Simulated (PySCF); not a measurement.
H₂Se, septet, at the geometry of the source list (a higher spin typed on purpose: for a closed-shell molecule this is an excited state); HF/6-311G** (PySCF).

PySCF was given this input:
```python
from pyscf import gto, scf

mol = gto.Mole()
mol.atom = '''
    Se   -0.00260000    0.66900000    0.00000000
    H    -1.03130000   -0.33780000    0.00000000
    H     1.03390000   -0.33120000   -0.00000000
'''
mol.basis = '6-311g**'
mol.spin = 6
mol.verbose = 3
mol.build()

mf = scf.UHF(mol)
mf.kernel()
```

Write the output that PySCF gives for this input, abridged.


```
converged SCF energy = -2400.04356809568  <S^2> = 12.004087  2S+1 = 7.0011677
```
